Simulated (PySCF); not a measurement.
## Functional dependence of a UV spectrum

Species: GaH5SSi.
SMILES: `[SiH3][S][GaH2]`

Linear-response calculations in the def2-SVPD basis (PySCF; singlets by full response, triplets Tamm–Dancoff, core orbitals frozen in the response; HF means time-dependent Hartree–Fock). 'Strongest' is the level of largest summed f among the singlets computed (10 roots, of which the last may lack a degenerate partner); it can jump between rows when another state enters that window. S1 is the lowest singlet of each run and needn't be the same state throughout; f(S1) is that of one state. One conformer (not necessarily the lowest) at the PBE0-D3(BJ)/def2-SVP geometry, without solvent, vibrations or thermal averaging. Relativistic effects, spin–orbit coupling among them, are left out although an element past zinc is present.

```tsv
functional	kind	S1 (eV)	f(S1)	strongest (eV)	T1 (eV)	HOMO (eV)	gap (eV)	ionisation energy, ΔSCF (eV)
LDA	LDA	4.34	0.057	4.34	3.70	-6.63	3.89	9.67
PBE	GGA	4.45	0.058	4.45	3.79	-6.55	4.04	9.53
B3LYP	global hybrid, 20% exact exchange	4.78	0.061	6.87	4.11	-7.42	5.45	9.65
PBE0	global hybrid, 25% exact exchange	4.97	0.062	7.03	4.28	-7.66	5.93	9.65
BHandHLYP	global hybrid, 50% exact exchange	5.35	0.064	7.44	4.67	-8.63	7.66	9.56
CAM-B3LYP	range-separated hybrid	5.16	0.062	7.23	4.47	-8.90	8.07	9.68
wB97X-D	range-separated hybrid	5.22	0.064	7.32	4.65	-9.45	9.37	9.73
LC-wPBE	range-separated hybrid	5.71	0.063	7.72	4.99	-10.26	10.57	9.75
HF	Hartree–Fock	6.28	0.068	8.21	5.41	-10.24	11.27	not settled
```

S1 runs from 4.34 eV (LDA) to 6.28 eV (HF), a spread of 1.95 eV, while the orbital gap spreads over 7.4 eV. Along PBE (0%), B3LYP (20%), PBE0 (25%), BHandHLYP (50%), HF (100%) S1 rises with the share of exact exchange. −ε(HOMO) comes closest to its own ΔSCF ionisation energy with wB97X-D (-0.28 eV) and misses most with LDA (-3.04 eV). 'Not settled' means that the ion's SCF failed to converge or may have ended in another state than the lowest.
